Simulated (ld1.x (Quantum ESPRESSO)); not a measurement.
## palladium: one change to a PAW potential, before and after

ld1.x (Quantum ESPRESSO) 7.5 input, shortened:

```
&input
   title='Pd', zed=46., rel=1, dft='PBESOL', iswitch=3,
   config='[Kr] 4d9 5s1 5p0'
 /
 &inputp
   pseudotype=3, lpaw=.true., tm=.true., lloc=-1, rcloc=3.10,
   nlcc=.true., rcore=0.75,
   which_augfun='PSQ', rmatch_augfun_nc=.true.
 /
6
5S  1  0   1.00   0.00  1.80  2.25  0.0
5S  1  0   0.00   1.65  1.80  2.25  0.0
5P  2  1   0.00   0.00  3.25  4.10  0.0
5P  2  1   0.00   1.20  3.25  4.10  0.0
4D  3  2   9.00   0.00  1.20  1.40  0.0
4D  3  2   0.00   0.40  1.20  1.40  0.0
 &test
   configts(1)='4d9 5s1 5p0'
 /
```

Change: type TM semilocal; waves now 5p (bound): rc 4.10 bohr; 4d (bound): rc 1.40 bohr; 5s (bound): rc 2.25 bohr; local potential the s channel.

Cutoffs: the cutoffs (Ry, on a coarse ladder) from which the occupation-weighted sum of valence levels, in a spherical-Bessel basis at the reference potential, stays within 10 and 1 mRy of its value at 400 Ry; they do not see the model core or the augmentation charge, which bear on the density cutoff. Errors are all-electron minus pseudo energies relative to the spin-unpolarised reference configuration.

Question: How do hardness, ghosts and transferability respond?

Answer: The potential gets neither clearly harder nor softer (55 Ry and 90 Ry → 70 Ry and 80 Ry); the bound ghost in s disappears; of the 7 tests that both files solve, the error grows in 3 and shrinks in 4 by more than 15 % and 0.3 meV (median size 27.3 → 39.3 meV); the range in which the s phases agree narrows (upper end 3.9 → 0.8); the range in which the d phases agree widens (upper end 2.6 → at the end of the scan). A semilocal file is local in each channel, so a ghost entry of none says nothing of the separable form that plane-wave codes build from it. Several settings change at once here, so the effects cannot be laid on one of them.

```tsv
quantity	base	changed
cutoff, loose	55 Ry	70 Ry
cutoff, tight	90 Ry	80 Ry
loose cutoff by channel (10 mRy a level)	s 8 Ry, d 45 Ry	d 50 Ry, s 6 Ry
bound ghosts	s	none
error for 4d10 5s0 5p0, meV [ΔE -1.51 eV]	-27	-46
error for 4d9 5s0 5p0, meV [ΔE 7.61 eV]	-4.3	-15
error for 4d8 5s0 5p0, meV [ΔE 28.43 eV]	-56	-39
error for 4d6 5s0 5p0, meV [ΔE 112.10 eV]	-1137	-896
error for 4d9.5 5s0 5p0, meV [ΔE 1.73 eV]	-15	-31
error for 4d9 5s0 5p1, meV [ΔE 3.80 eV]	-1.3	+0.4
error for 4d7 5s0 5p0, meV [ΔE 62.77 eV]	-360	-272
s: phases at 4.44 bohr within 0.05 rad from the reference energy up to (Ry; the scan ends near 5)	3.9	0.8
p: phases at 4.44 bohr within 0.05 rad from the reference energy up to (Ry; the scan ends near 5)	1.4	0.9
d: phases at 4.44 bohr within 0.05 rad from the reference energy up to (Ry; the scan ends near 5)	2.6	to the end of the scan
```

 A true bound ghost makes a file unfit for plane-wave use even where its test errors are small: the radial tests pick states by their node count and pass the ghost by.
